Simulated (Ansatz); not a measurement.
CH2F (SMILES [CH2]F) moved off its minimum; all values from Ansatz (an electronic-structure program), cores frozen in correlated methods. Open shells are unrestricted.
(charge 0, multiplicity 2)
```xyz
4

C     -0.66487     0.06857     0.10139
F      0.59269    -0.03093     0.00452
H     -1.26004    -0.84371    -0.16729
H     -1.04872     0.99173    -0.05667
```

**Question.** Give the forces (eV/Å), the total energy and the dipole at CCSD(T)/aug-cc-pVTZ.

**Answer.** 
| atom | Fx | Fy | Fz |
|---|---|---|---|
| C1 | -3.478 | -3.309 | 0.321 |
| F2 | 3.935 | -0.402 | -0.267 |
| H3 | 0.709 | 0.879 | 0.339 |
| H4 | -1.166 | 2.831 | -0.392 |
Energy -138.8896 hartree, dipole 1.02 D.
